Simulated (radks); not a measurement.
The numbers below are computed, except where a source is named.
Spherical jellium clusters: N electrons in a uniform positive sphere of charge N and radius rs N^(1/3), rs = 2.87 bohr. Level of theory: non-relativistic Kohn-Sham, PBE, spin-polarised, spherical densities (a radial shooting solver with Libxc functionals). Levels are named by radial order and angular momentum (1s, 1p, 1d, 2s, ...), and open shells are averaged over m.

N = 8, configuration 1s2 1p6. This is the lowest configuration that the search found. Occupied and some empty levels:

| level | occupation | eigenvalue (eV) | <r> (bohr) |
|---|---|---|---|
| 1s | 2 | -6.4262 | 3.893 |
| 1p | 6 | -4.1089 | 4.913 |
| 1d | 0 | -1.5726 | 6.118 |
| 2s | 0 | -1.2962 | 6.893 |

Energy (eV): total -12.7182, kinetic 22.899, external -348.99, Hartree 168.14, exchange-correlation -36.809, background 182.04.
